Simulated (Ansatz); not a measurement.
`[SiH3][GeH2][GeH2][SiH3]` from Hartree–Fock to CCSD(T)

| atom | x (Å) | y (Å) | z (Å) |
| --- | --- | --- | --- |
| Si1 | 0.945 | -2.133 | 0.721 |
| Ge2 | 0.220 | -0.061 | 1.634 |
| Ge3 | -1.261 | 1.061 | 0.073 |
| Si4 | -0.159 | 1.378 | -2.010 |
| H5 | 1.675 | -1.885 | -0.551 |
| H6 | 1.845 | -2.853 | 1.660 |
| H7 | -0.235 | -2.991 | 0.433 |
| H8 | 1.437 | 0.845 | 1.902 |
| H9 | -0.501 | -0.287 | 2.976 |
| H10 | -2.519 | 0.194 | -0.129 |
| H11 | -1.712 | 2.415 | 0.653 |
| H12 | 1.075 | 2.182 | -1.805 |
| H13 | -1.035 | 2.080 | -2.986 |
| H14 | 0.224 | 0.055 | -2.572 |

Charge 0, multiplicity 1. Correlated methods include outer-core shells of Ge, which these sets cover unevenly. Scalar relativity is left out up to krypton. Geometry: relaxed with PBE0-D4/def2-TZVP. It is one conformer, not always the lowest. Frozen core, restricted reference, Ansatz 0.2.0.

| basis | HF (Eh) | MP2 corr. | CCSD corr. | (T) | CCSD(T) total |
| --- | --- | --- | --- | --- | --- |
| def2-SVP | -4733.71222 | -0.67946 | -0.74045 | -0.02121 | -4734.47388 |
| def2-TZVPP | -4734.44738 | -0.78736 | – | – | – |
| def2-QZVPP | -4734.54911 | -1.33399 | – | – | – |
